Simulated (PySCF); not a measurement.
# Electron correlation in Cu²¹⁺ (copper, charge +21)

Starting occupation: [He] 2s2 2p4, 2p1/2 with m_j = -1/2, +1/2, 2p3/2 with m_j = +1/2, +3/2. All numbers are calculated (PySCF 2.14, X2C-1e with screened-nucleus spin-orbit coupling, Gaussian nucleus, in an uncontracted even-tempered set (18 s from 5.6 bohr⁻², ratio 2.4; 12 p from 7.3 bohr⁻², ratio 2.4; 5 d from 29 bohr⁻², ratio 2.6; 5 f from 44 bohr⁻², ratio 2.6)). Frozen: nothing; 8 electrons correlated; the 36 highest virtual spinors left out.

MP2 pair energies summed by pair of shells (mhartree):

```csv
pair,energy,share (%)
2p-2s,-87.94,33.1
2p-2p,-84.43,31.8
1s-1s,-40.16,15.1
1s-2p,-30.66,11.5
2s-2s,-12.45,4.7
1s-2s,-10.06,3.8
```

Total MP2 correlation energy: -265.70 mhartree.

The GHF reference relaxed away from the jj start to a determinant that is no pure jj level (⟨S²⟩ = 1.72, ⟨J²⟩ = 6.00); the energies belong to that determinant.
